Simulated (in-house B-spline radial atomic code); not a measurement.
Radial electron density of the rubidium ion Rb³⁺, [Ar] 3d10 4s2 4p3 4d1. Computed with a radial B-spline atomic code at the basis-set limit: non-relativistic r2SCAN, spin-polarised, spherical fractional occupations, point nucleus, inside a hard spherical wall at 5.97 bohr.

Columns: r (bohr), 4πr²n(r) (electrons per bohr), bar.

```
 0.00177    1.211 #
 0.00216    1.753 #
 0.00264    2.527 ##
 0.00321    3.582 ###
 0.00392    5.068 ####
 0.00478    7.072 ######
 0.00582    9.709 ########
  0.0071    13.15 ###########
 0.00865    17.41 ##############
  0.0105    22.38 ##################
  0.0129    28.33 #######################
  0.0157    34.21 ############################
  0.0191    39.58 ################################
  0.0233    43.64 ###################################
  0.0284    45.44 #####################################
  0.0346    44.65 ####################################
  0.0422    41.83 ##################################
  0.0514    38.78 ###############################
  0.0627    37.93 ###############################
  0.0765    41.09 #################################
  0.0932    47.55 ######################################
   0.114    53.71 ###########################################
   0.139    54.47 ############################################
   0.169    48.17 #######################################
   0.206    38.32 ###############################
   0.251    32.07 ##########################
   0.306    33.28 ###########################
   0.373    38.06 ###############################
   0.455    38.38 ###############################
   0.554    30.95 #########################
   0.676    19.63 ################
   0.824    10.73 #########
       1    6.729 #####
    1.22    5.619 #####
    1.49    4.783 ####
    1.82     3.26 ###
    2.22    1.672 #
     2.7    0.655 #
     3.3   0.1931 
    4.02  0.04443 
     4.9 0.006195 
    5.91 1.32e-05
```

On this grid the curve has 3 maxima, near 0.0284, 0.139, 0.455 bohr.

The 4p up radial function P(r) = rR(r), positive near the nucleus:

```json
{"r (bohr)": "0.00264", "P": "0.001319"}
{"r (bohr)": "0.00392", "P": "0.002839"}
{"r (bohr)": "0.00582", "P": "0.006041"}
{"r (bohr)": "0.00865", "P": "0.01266"}
{"r (bohr)": "0.0129", "P": "0.02602"}
{"r (bohr)": "0.0191", "P": "0.05083"}
{"r (bohr)": "0.0284", "P": "0.09442"}
{"r (bohr)": "0.0422", "P": "0.1605"}
{"r (bohr)": "0.0627", "P": "0.2381"}
{"r (bohr)": "0.0932", "P": "0.2802"}
{"r (bohr)": "0.139", "P": "0.1963"}
{"r (bohr)": "0.206", "P": "-0.06772"}
{"r (bohr)": "0.306", "P": "-0.3829"}
{"r (bohr)": "0.455", "P": "-0.3968"}
{"r (bohr)": "0.676", "P": "0.07962"}
{"r (bohr)": "1", "P": "0.701"}
{"r (bohr)": "1.49", "P": "0.8956"}
{"r (bohr)": "2.22", "P": "0.5299"}
{"r (bohr)": "3.3", "P": "0.1366"}
{"r (bohr)": "4.9", "P": "0.01142"}
```
